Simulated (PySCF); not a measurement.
Compound: BF2H5P2.
SMILES with atom numbers: `[BH3-:1][P+:2]([F:3])([F:4])[PH2:5]` (hydrogens: H6, H7, H8 on B1; H9, H10 on P5)

All values: CAM-B3LYP/def2-SVPD (PySCF, non-relativistic), on one gas-phase PBE0-D3(BJ)/def2-SVP geometry that isn't relaxed in the solvent. The solvent is an IEF-PCM continuum (van der Waals radii × 1.2), and excitations are vertical TDDFT with non-equilibrium linear response and a frozen core. The model holds no explicit solvent molecules, cavitation or dispersion.

Gas-phase singlets (H = HOMO, L = LUMO):

```csv
state,E (eV),λ (nm),f,leading configurations
S1,6.307,197,0.006,H→L+1 95%
S2,6.669,186,0.265,H→L 87%
S3,7.450,166,0.000,"H-2→L+1 50%, H-1→L 30%"
S4,7.481,166,0.022,"H→L+2 47%, H-2→L 26%"
S5,7.593,163,0.080,"H-1→L 29%, H→L+3 22%"
```

Question: Give the list for chloroform (ε = 4.711), n² = 2.09.

Answer: 
```
state  E (eV)  λ (nm)      f  leading configurations  change by rank (eV)
   S1   6.355     195  0.007               H→L+1 96%               +0.048
   S2   6.602     188  0.387                 H→L 88%               -0.067
   S3   7.526     165  0.054    H→L+2 66%, H-1→L 10%               +0.076
   S4   7.633     162  0.005   H-1→L+1 64%, H→L+3 9%               +0.152
   S5   7.700     161  0.328    H-1→L 40%, H→L+2 18%               +0.107
```

Question: The ground-state energy changes by -0.170 eV from gas to chloroform. By how much does the total energy of gas-phase S1 change?

Answer: E(S1) = E(S0) + excitation energy, so it changes by -0.170 + 0.048 = -0.122 eV: it is lowered less than the ground state, which is what a blue shift means. This is the vertical state, with the slow part of the continuum still set for S0.

Question: How do the frontier levels move from gas to chloroform?

Answer: 
```
orbital  gas (eV)  solvent (eV)  change (eV)                   Löwdin shares, gas              Löwdin shares, solvent
 LUMO+2      0.73          0.98        +0.25  P5 29 %, B1 21 %, H10 12 %, H9 11 %  B1 35 %, P5 20 %, P2 10 %, H10 7 %
 LUMO+1      0.22          0.54        +0.32   P2 30 %, P5 21 %, F3 10 %, F4 10 %  P2 33 %, P5 17 %, F3 11 %, F4 11 %
   LUMO     -0.06          0.31        +0.37    P5 47 %, P2 23 %, H10 6 %, H9 6 %   P5 44 %, P2 25 %, B1 7 %, H10 6 %
   HOMO     -9.80         -9.54        +0.26   P5 41 %, B1 19 %, P2 14 %, H7 12 %   P5 48 %, B1 16 %, P2 14 %, H7 9 %
 HOMO-1    -10.72        -10.71        +0.01    B1 42 %, H8 27 %, H6 15 %, P2 7 %   B1 35 %, H8 16 %, P2 11 %, H6 8 %
 HOMO-2    -10.73        -10.74        -0.01   B1 39 %, H6 20 %, H7 10 %, P2 10 %   B1 42 %, H6 25 %, H8 17 %, P2 7 %
 HOMO-3    -11.40        -11.11        +0.29    P5 42 %, P2 14 %, B1 12 %, H7 9 %  P5 33 %, B1 18 %, H7 14 %, P2 14 %
```

The HOMO–LUMO gap goes from 9.74 to 9.85 eV. Rows go by rank; for HOMO-2, HOMO-1 and LUMO+2 the atom shares or the degeneracy differ between the runs, so the row needn't follow one orbital.

Time: 17 s of wall time; peak memory 0.75 GiB. Hardware: one thread of an Arm Neoverse V2 (shared host). This is the whole response run at CAM-B3LYP/def2-SVPD in chloroform, SCF included.

Shape of the structure used: `[BH3-:1][P+:2]([F:3])([F:4])[PH2:5]`: H–P5–P2–B1 -47°, H–P5–P2–B1 46°.
